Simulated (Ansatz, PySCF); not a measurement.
Spin gap between two states, R1 and P1; the higher of the two is an excited state, each structure at its B3LYP-D3(BJ)/def2-TZVP stationary point, reached from a drawn start (curvature not checked).
R1, C2H4 (SMILES C=C) (charge 0, multiplicity 1):
```json
[
 {"atom": "C", "x (Å)": "0.0000", "y (Å)": "0.0000", "z (Å)": "0.6623"},
 {"atom": "C", "x (Å)": "0.0000", "y (Å)": "0.0000", "z (Å)": "-0.6623"},
 {"atom": "H", "x (Å)": "0.6515", "y (Å)": "0.6516", "z (Å)": "1.2319"},
 {"atom": "H", "x (Å)": "-0.6515", "y (Å)": "-0.6516", "z (Å)": "1.2319"},
 {"atom": "H", "x (Å)": "0.6516", "y (Å)": "0.6515", "z (Å)": "-1.2319"},
 {"atom": "H", "x (Å)": "-0.6516", "y (Å)": "-0.6515", "z (Å)": "-1.2319"}
]
```
P1, C2H4 (SMILES C=C) (charge 0, multiplicity 3, Z-matrix in Å and degrees):
```
C
H 1 1.0863
H 1 1.0863 2 116.40
C 1 1.4426 2 121.80 3 180.00
H 4 1.0863 1 121.80 2 -90.00
H 4 1.0863 5 116.40 1 180.00
```

P less R. No zero-point or thermal terms; singlets are restricted closed shells; open shells are unrestricted.

Cores are frozen in the correlated methods. CBS: X⁻³ extrapolation of the correlation energy, Hartree–Fock from the larger set.

The values were computed with Ansatz (a quantum-chemistry and plane-wave program); PySCF for the D3/D4 terms. No computed number here is a measurement.

Task: What is the computed spin gap (PBE-D4/def2-TZVPP)?

Result: 2.79 eV

Task: Predict the spin gap from CCSD(T)/CBS(cc-pVTZ, cc-pVQZ).

Result: 2.98 eV

Task: What is the computed spin gap (B97M-V/def2-TZVPP)?

Result: 2.77 eV
